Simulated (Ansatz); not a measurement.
Relaxation of CH$_{4}$AlFOSn (9 atoms, charge 0, multiplicity 1), to a largest force component of 0.02 eV/Å in at most 50 steps.

All numbers below come from RKS LDA/def2-SVP (Ansatz).

```xyz
9
Properties=species:S:1:pos:R:3:forces:R:3
F 0.362 -3.215 -0.936 1.01 3.01 0.59
Al 0.763 -1.507 -0.435 -0.96 -1.63 -1.54
O 0.906 0.093 -1.374 1.01 -2.34 0.13
C 0.164 0.991 -0.677 -2.36 -0.04 -1.39
Sn -0.418 0.069 1.188 0.55 -0.01 1.37
H -0.829 1.177 -1.272 0.96 0.13 0.95
H 0.644 1.943 -0.495 0.65 0.97 0.14
H -2.094 -0.210 1.400 -0.09 0.10 0.31
H 0.588 0.614 2.584 -0.77 -0.19 -0.55
```

Problem. Where does it end, and by what steps?

Solution. It converged. After 8 steps the energy has fallen by 0.924 eV; F1 moved furthest, 0.64 Å.

```json
{"step": "0", "energy less start (eV)": "0.0000", "largest force component (eV/Å)": "3.014", "accepted": "yes"}
{"step": "1", "energy less start (eV)": "-0.5624", "largest force component (eV/Å)": "2.326", "accepted": "yes"}
{"step": "2", "energy less start (eV)": "-0.7758", "largest force component (eV/Å)": "1.419", "accepted": "yes"}
{"step": "3", "energy less start (eV)": "-0.7954", "largest force component (eV/Å)": "1.450", "accepted": "yes"}
{"step": "4", "energy less start (eV)": "-0.9005", "largest force component (eV/Å)": "0.428", "accepted": "yes"}
{"step": "5", "energy less start (eV)": "-0.9024", "largest force component (eV/Å)": "0.378", "accepted": "yes"}
{"step": "6", "energy less start (eV)": "-0.9231", "largest force component (eV/Å)": "0.120", "accepted": "yes"}
{"step": "7", "energy less start (eV)": "-0.9237", "largest force component (eV/Å)": "0.020", "accepted": "yes"}
{"step": "8", "energy less start (eV)": "-0.9237", "largest force component (eV/Å)": "0.004", "accepted": "yes"}
```

```xyz
9
Properties=species:S:1:pos:R:3
F 0.978 -3.069 -1.054
Al 0.495 -1.584 -0.506
O 0.588 -0.145 -1.470
C 0.110 0.939 -0.731
Sn -0.469 0.053 1.241
H -0.784 1.410 -1.202
H 0.889 1.719 -0.572
H -2.141 0.075 1.652
H 0.422 0.556 2.625
```

Whether the end is a true minimum wasn't checked by a vibrational analysis.

The run took 13 s on 2 threads of Intel(R) Xeon(R) Platinum 8375C CPU @ 2.90GHz (Ice Lake), on a shared host, peak memory 0.2 GiB.
